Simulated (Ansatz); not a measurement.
Consider the substitution at a C–N bond: `C[N](C)[AlH2]` + `[OH][Sn]([F])([F])[F]` → `C[O][Sn]([F])([F])[F]` + `C[NH][AlH2]`.

Program: Ansatz. Geometries: PBE0-D4/def2-TZVP. ΔE: electronic, gas phase. CCSD(T)/CBS is the MP2 limit (def2-TZVPP, def2-QZVPP) plus CCSD(T) − MP2 in def2-TZVPP, frozen cores. This one scheme is used for every species. Functionals use def2-TZVPP. Elements past krypton have def2 core potentials. For Sn outer-core shells are correlated without core-valence functions, which leaves a few kJ/mol of doubt a bond. One conformer a species, not always the lowest.

| level | ΔE (kJ/mol) | difference from CCSD(T)/CBS |
| --- | --- | --- |
| revPBE-D4 | 32.2 | 2.1 |
| r2SCANh-D4 | 30.2 | 0.1 |
| PBE | 28.7 | -1.4 |
| revPBE | 24.5 | -5.6 |
| BLYP | 20.5 | -9.6 |
| r2SCANh | 29.7 | -0.4 |
| CAM-B3LYP | 25.1 | -5.0 |
| RPA@PBE/def2-TZVPP | 27.5 | -2.6 |
| CCSD(T)/def2-TZVPP | 30.9 | 0.8 |
| HF/CBS(def2) | 17.8 | -12.3 |
| CCSD(T)/CBS | 30.1 | 0 |

Largest T1 diagnostic among the species: 0.015.

Leaving LDA and LC-ωPBE aside and taking each functional with its dispersion term where it has one, the values, not all of them listed here, spread over 8.1 kJ/mol, from BLYP-D4 to PBE-QIDH. LDA lies +10.1 kJ/mol from PBE without D4. At CCSD(T), def2-SVP lies −3.7 kJ/mol from the extrapolated value and def2-TZVPP +0.8 kJ/mol.
